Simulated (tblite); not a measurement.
Parent: `[SH:1][SiH2:2][NH:3][CH:4]1[CH2:5][CH2:6]1` with H–S1–Si2–N3 -56°, S1–Si2–N3–C4 175°, Si2–N3–C4–C5 -70°, C3H9NSSi.

Computed geometry: GFN2-xTB, gas phase. One conformer each, not checked by frequencies here.

| coordinate of the parent | value |
| --- | --- |
| S1–Si2 | 2.150 Å |
| Si2–N3 | 1.712 Å |
| N3–C4 | 1.427 Å |
| C4–C5 | 1.497 Å |
| C5–C6 | 1.499 Å |
| C4–C6 | 1.499 Å |
| S1–Si2–N3 | 105.4° |
| Si2–N3–C4 | 123.2° |
| N3–C4–C5 | 118.2° |
| N3–C4–C6 | 118.5° |
| C5–C4–C6 | 60.1° |
| C4–C5–C6 | 60.0° |
| C4–C6–C5 | 59.9° |

Question: How does the shared frame change in `[CH:1]#[C:2][C:3]1([NH:4][SiH2:5][SH:6])[CH2:7][CH2:8]1` with C2–C3–N4–Si5 -92°, C3–N4–Si5–S6 172°, N4–Si5–S6–H 175°, C5H9NSSi? Atoms pair as S1 = S6, Si2 = Si5, N3 = N4, C4 = C3, C5 = C8, C6 = C7 (parent first).

Answer: 
| parent | relative | value in the relative | change |
| --- | --- | --- | --- |
| S1–Si2 | S6–Si5 | 2.151 Å | +0.001 |
| Si2–N3 | Si5–N4 | 1.705 Å | -0.007 |
| N3–C4 | N4–C3 | 1.431 Å | +0.004 |
| C4–C5 | C3–C8 | 1.504 Å | +0.007 |
| C5–C6 | C8–C7 | 1.497 Å | -0.002 |
| C4–C6 | C3–C7 | 1.511 Å | +0.012 |
| S1–Si2–N3 | S6–Si5–N4 | 102.3° | -3.1 |
| Si2–N3–C4 | Si5–N4–C3 | 124.3° | +1.1 |
| N3–C4–C5 | N4–C3–C8 | 118.0° | -0.2 |
| N3–C4–C6 | N4–C3–C7 | 117.8° | -0.7 |
| C5–C4–C6 | C8–C3–C7 | 59.5° | -0.6 |
| C4–C5–C6 | C3–C8–C7 | 60.5° | +0.5 |
| C4–C6–C5 | C3–C7–C8 | 60.0° | +0.1 |

Of the parent's bonds, C4–C6 changes most (+0.012 Å). Bonds of the relative outside the shared frame: C1≡C2 1.198, C2–C3 1.435 Å. Point group C1 → C1.

Question: How does the shared frame change in `[CH2:1]=[C:2]([CH3:3])[C:4]1([NH:5][SiH2:6][SH:7])[CH2:8][CH2:9]1` with C1–C2–C4–N5 100°, C2–C4–N5–Si6 -144°, C4–N5–Si6–S7 -178°, N5–Si6–S7–H 178°, C6H13NSSi? Atoms pair as S1 = S7, Si2 = Si6, N3 = N5, C4 = C4, C5 = C9, C6 = C8 (parent first).

Answer: 
```json
{"parent": "S1–Si2", "relative": "S7–Si6", "value in the relative": "2.153 Å", "change": "+0.003"}
{"parent": "Si2–N3", "relative": "Si6–N5", "value in the relative": "1.700 Å", "change": "-0.012"}
{"parent": "N3–C4", "relative": "N5–C4", "value in the relative": "1.430 Å", "change": "+0.003"}
{"parent": "C4–C5", "relative": "C4–C9", "value in the relative": "1.494 Å", "change": "-0.003"}
{"parent": "C5–C6", "relative": "C9–C8", "value in the relative": "1.502 Å", "change": "+0.003"}
{"parent": "C4–C6", "relative": "C4–C8", "value in the relative": "1.508 Å", "change": "+0.009"}
{"parent": "S1–Si2–N3", "relative": "S7–Si6–N5", "value in the relative": "101.9°", "change": "-3.5"}
{"parent": "Si2–N3–C4", "relative": "Si6–N5–C4", "value in the relative": "127.1°", "change": "+3.9"}
{"parent": "N3–C4–C5", "relative": "N5–C4–C9", "value in the relative": "118.7°", "change": "+0.5"}
{"parent": "N3–C4–C6", "relative": "N5–C4–C8", "value in the relative": "118.4°", "change": "-0.1"}
{"parent": "C5–C4–C6", "relative": "C9–C4–C8", "value in the relative": "60.0°", "change": "-0.1"}
{"parent": "C4–C5–C6", "relative": "C4–C9–C8", "value in the relative": "60.4°", "change": "+0.4"}
{"parent": "C4–C6–C5", "relative": "C4–C8–C9", "value in the relative": "59.5°", "change": "-0.4"}
```

Of the parent's bonds, Si2–N3 changes most (-0.012 Å). Bonds of the relative outside the shared frame: C1=C2 1.323, C2–C3 1.499, C2–C4 1.501 Å. Point group C1 → C1.

Question: How does the shared frame change in `[NH2:1][CH2:2][C:3]1([NH:4][SiH2:5][SH:6])[CH2:7][CH2:8]1` with H–N1–C2–C3 59° and -60°, N1–C2–C3–N4 61°, C2–C3–N4–Si5 56°, C3–N4–Si5–S6 39°, N4–Si5–S6–H 47°, C4H12N2SSi? Atoms pair as S1 = S6, Si2 = Si5, N3 = N4, C4 = C3, C5 = C8, C6 = C7 (parent first).

Answer: 
```
   parent   relative  value in the relative  change
   S1–Si2     S6–Si5                2.148 Å  -0.002
   Si2–N3     Si5–N4                1.716 Å  +0.004
    N3–C4      N4–C3                1.437 Å  +0.010
    C4–C5      C3–C8                1.500 Å  +0.003
    C5–C6      C8–C7                1.502 Å  +0.003
    C4–C6      C3–C7                1.503 Å  +0.004
S1–Si2–N3  S6–Si5–N4                 108.4°    +3.0
Si2–N3–C4  Si5–N4–C3                 126.4°    +3.2
 N3–C4–C5   N4–C3–C8                 116.8°    -1.4
 N3–C4–C6   N4–C3–C7                 117.1°    -1.4
 C5–C4–C6   C8–C3–C7                  60.0°    -0.1
 C4–C5–C6   C3–C8–C7                  60.1°    +0.1
 C4–C6–C5   C3–C7–C8                  59.9°     0.0
```

Of the parent's bonds, N3–C4 changes most (+0.010 Å). Bonds of the relative outside the shared frame: N1–C2 1.452, C2–C3 1.526 Å. Point group C1 → C1.
